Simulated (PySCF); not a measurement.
CH₄N₂S. Atoms are numbered in the order given.

```xyz
8

N     -0.0508    -1.1499     1.0486
C      0.0000     0.0000     0.3151
N      0.0508     1.1499     1.0486
S      0.0000     0.0000    -1.3526
H      0.2684    -1.1599     2.0117
H      0.0485    -2.0095     0.5235
H     -0.2684     1.1599     2.0117
H     -0.0485     2.0095     0.5235
```

Coordinates come from a B3LYP-D3(BJ)/def2-SVP optimisation. The values are those of a single conformer.

Level of theory: PySCF with HF/pcSseg-1.

GIAO shieldings, no solvent; atoms listed in one row are averaged. δ = σ(ref) − σ: ¹⁵N against NH3 (σ = 267.3 ppm); ¹³C against TMS (σ = 192.6 ppm); ³³S against H2S (σ = 725.2 ppm); ¹H against TMS (σ = 31.99 ppm), references at their B3LYP-D3(BJ)/def2-TZVP geometries, non-relativistic.

```tsv
nucleus	atoms	count	δ (ppm)
¹⁵N	N1, N3	2	109.9
¹³C	C2	1	216.5
³³S	S4	1	282.3
¹H	H6, H8	2	5.41
¹H	H7, H5	2	4.72
```
